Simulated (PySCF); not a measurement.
SMILES [Cl][ZnH] (HClZn) (B3LYP/def2-SVP optimised geometry):

```
3

Zn     0.298     0.000     0.000
H      1.823     0.000     0.000
Cl    -1.823     0.000     0.000
```

Computed with B3LYP/def2-TZVP (PySCF).

Q: What are the frontier orbital energies and the dipole moment?

A: HOMO-2 -9.13 eV, HOMO-1 -8.57 eV, HOMO -8.57 eV, LUMO -0.90 eV, LUMO+1 -0.90 eV; dipole moment 1.79 D.

On the same geometry PySCF 2.14.0 with PBE/def2-TZVP gives HOMO-2 -8.14 eV, HOMO-1 -7.48 eV, HOMO -7.48 eV, LUMO -1.40 eV, LUMO+1 -1.35 eV; dipole moment 1.71 D.

Meta-Löwdin charges at B3LYP/def2-TZVP: Zn1 1.01, H2 -0.34, Cl3 -0.67.
